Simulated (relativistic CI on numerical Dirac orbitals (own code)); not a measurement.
## Calculated levels, Mo2+

Calculated at this level of theory: Dirac-Coulomb-Breit CI, KLI orbitals optimised for each configuration, model QED (radiative potential, 1s self-energy scaled to tabulated hydrogen-like ionisation energies), valence Slater integrals scaled by 0.85, P86 correlation energy added to each configuration (own radial code, finite nucleus).

CI space (outside the closed core [Kr]): 4d⁴, 4d³5s, 4d³5p, 4d²5s², 4d³4f, 4d²5s5p, 4d³5d, 4d³6s, 4d³6p, 4d²4f², 4d³6d, 4d³5f, 4d³5g, 4d²5p², 4d³6f, 4d³6g. Levels of other configurations are missing.

```tsv
No.	Configuration	Term	J	E (cm⁻¹)	%	Next component (%)	Lifetime (s)
41	4d³5s	⁵P	3	47143.8	83	15 ³F	
42	4d³5s	³F	3	47237.7	77	17 ⁵P	
43	4d³5s	³F	4	48284.0	89	6 ³G	
44	4d³5s	³G	3	49860.9	96	3 ³F	
45	4d³5s	³G	4	50141.9	86	6 ³F	
46	4d³5s	³G	5	50475.1	88	9 ³H	
47	4d⁴	¹D	2	50682.9	90	7 4d³5s ¹D	
48	4d³5s	³P	0	52654.1	97	2 4d⁴ ³P	
49	4d³5s	³P	1	52730.5	74	20 ³D	
50	4d³5s	³H	4	52964.7	87	7 ¹G	
51	4d³5s	³P	2	53026.4	68	23 ³D	
52	4d³5s	³H	5	53625.9	90	9 ³G	
53	4d³5s	³H	6	53777.9	99		
54	4d³5s	³D	1	54466.8	66	21 ³P	
55	4d³5s	³D	2	55468.7	73	24 ³P	
56	4d³5s	³D	3	55522.4	98	1 4d⁴ ³D	
57	4d³5s	¹G	4	56482.8	83	7 ³H	
58	4d³5s	³P	1	57301.7	58	29 ¹P	
59	4d³5s	³P	0	57926.3	93	5 4d⁴ ³P	
60	4d³5s	¹H	5	58511.2	98	1 ³G	
61	4d³5s	³P	2	58680.5	92	4 4d⁴ ³P	
62	4d³5s	¹P	1	59668.3	60	35 ³P	
63	4d³5s	¹D	2	61163.0	84	9 4d⁴ ¹D	
64	4d³5s	³F	4	63016.3	98	1 4d²5s² ³F	
65	4d³5s	³F	3	63178.2	97	1 4d²5s² ³F	
66	4d³5s	³F	2	63337.8	97	1 4d²5s² ³F	
67	4d⁴	¹S	0	65922.9	97	1 4d²5s² ¹S	
68	4d³5s	¹F	3	69163.9	96	2 4d⁴ ¹F	
69	4d³5p	⁵G°	2	75521.6	97	3 ³F°	2.56e-09
70	4d³5p	⁵G°	3	76312.3	97	2 ³F°	2.49e-09
71	4d³5s	³D	3	77009.3	98	1 ¹F	
72	4d³5s	³D	2	77185.7	99		
73	4d³5p	⁵G°	4	77314.9	98	1 ⁵F°	2.41e-09
74	4d³5s	³D	1	77316.0	99		
75	4d³5p	³D°	1	77944.0	59	35 ⁵F°	1.29e-09
76	4d³5p	⁵G°	5	78514.3	97	1 ⁵F°	2.31e-09
77	4d³5p	³D°	2	78721.4	48	37 ⁵F°	1.18e-09
78	4d³5p	⁵F°	3	79851.0	47	26 ⁵D°	9.96e-10
79	4d³5p	⁵G°	6	79943.4	99	1 ³H°	2.21e-09
80	4d³5p	⁵D°	0	80072.9	98	1 ³P°	6.02e-10
81	4d³5p	⁵D°	1	80168.1	49	41 ⁵F°	7.97e-10
82	4d³5p	⁵F°	2	80476.8	51	38 ⁵D°	8.55e-10
83	4d³5p	⁵D°	1	80513.7	46	30 ³D°	8.38e-10
84	4d³5p	⁵F°	3	80961.7	46	44 ⁵D°	8.18e-10
85	4d³5p	⁵F°	4	80988.8	64	30 ⁵D°	9.35e-10
```

Energies count from the lowest computed level; ° marks odd parity; lifetimes are radiative, by E1, M1, E2 decay to levels of this space only; some are left blank where a channel outside the calculation adds to the decay or the decay crosses a small, uncertain gap.

The mean weight of the leading LS term, summed over parents, in these 45 levels is 82 %, and that of the leading jj configuration (from the same eigenvectors) 55 %, so LS coupling describes them better.

Correlation outside the listed configurations is missing or only estimated: errors of thousands of cm⁻¹ between configurations and terms are usual at this charge. Rates and lifetimes follow the computed energies and can be off by large factors. The fine structure of a lone outer electron comes out too small, for d and f at times inverted, and misplaced configurations move strength between like terms. 61 of the 67 excited levels that our extract of the measured tables holds in this range could be paired (the sources list more); they are missed by 2282 cm⁻¹ on average and 4519 at most, and levels without a partner can miss by more.
